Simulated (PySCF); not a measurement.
Bonding in `N#Cc1cccs1`

C5H3NS.
Atom-mapped SMILES: `[N:1]#[C:2][c:3]1[cH:4][cH:5][cH:6][s:7]1` (hydrogens: H8 on C4; H9 on C5; H10 on C6)

Geometry (PBE0-D3(BJ)/def2-SVP, Å), atoms numbered from 1 in this order:
```
atom  x, y, z in Å
N1     3.2594   -0.5389    0.5027
C2     2.1415   -0.2794    0.3280
C3     0.7790    0.0416    0.1176
C4    -0.2060   -0.7625   -0.4210
C5    -1.4609   -0.1099   -0.4794
C6    -1.4083    1.1707    0.0135
S7     0.1570    1.5982    0.5502
H8    -0.0153   -1.7817   -0.7565
H9    -2.3707   -0.5661   -0.8701
H10   -2.2206    1.8929    0.0877
```

Bond orders from the PBE0/pcSseg-1 density (PySCF). Geometry: PBE0-D3(BJ)/def2-SVP; no solvent, vibrations or thermal averaging.

Q: How far do the computed orders between heavy atoms stray from the drawn ones?

A: The largest departure is 0.359, at S7–C3 (drawn aromatic, 1.141), counting aromatic bonds as 1.5. The bonds drawn aromatic range from 1.14 to 1.54.

Q: Give the Mayer order of every bond, beside its length.

A: 
| bond | drawn as | length (Å) | Mayer order |
| --- | --- | --- | --- |
| N1–C2 | triple | 1.161 | 3.006 |
| C2–C3 | single | 1.416 | 1.042 |
| C3–C4 | aromatic | 1.381 | 1.469 |
| C4–C5 | aromatic | 1.416 | 1.300 |
| C5–C6 | aromatic | 1.373 | 1.545 |
| C6–S7 | aromatic | 1.709 | 1.190 |
| S7–C3 | aromatic | 1.731 | 1.141 |
| C4–H8 | single | 1.090 | 0.979 |
| C5–H9 | single | 1.090 | 0.966 |
| C6–H10 | single | 1.089 | 0.951 |

Bonds between the same two heavy elements. C–C: lowest C2–C3 (1.042, 1.416 Å), highest C5–C6 (1.545, 1.373 Å). C–S: lowest S7–C3 (1.141, 1.731 Å), highest C6–S7 (1.190, 1.709 Å).

Q: Sum the orders of all bonds at each heavy atom with more than one neighbour and set the sums beside the valence in the SMILES.

A: C2 4.048 (drawn 4), C3 3.652 (drawn 4), C4 3.748 (drawn 4), C5 3.811 (drawn 4), C6 3.686 (drawn 4), S7 2.331 (drawn 2). Orders between atoms that aren't bonded are not in these sums.

Mayer orders depend on the basis set.
